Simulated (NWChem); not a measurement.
# C6H4Cl, doublet; SMILES Clc1[c]cccc1

In the optimisation the excess spin sits in a' (Cs, its own frame). B3LYP is NWChem's, with the RPA form of VWN correlation.

### Question
Give the equilibrium geometry at B3LYP/6-31G* (spherical d), spin-unrestricted (NWChem) as an XYZ file, with the point group.

### Answer
point group Cs; any orientation.
```
11

Cl    -0.0760    -2.2933     0.0000
C     -0.0394    -0.5374     0.0000
C     -1.1969     0.2033     0.0000
C     -1.2557     1.5784     0.0000
C     -0.0299     2.2648     0.0000
C      1.1715     1.5502     0.0000
C      1.1801     0.1526     0.0000
H     -2.2009     2.1143     0.0000
H     -0.0207     3.3516     0.0000
H      2.1174     2.0844     0.0000
H      2.1135    -0.4027     0.0000
```
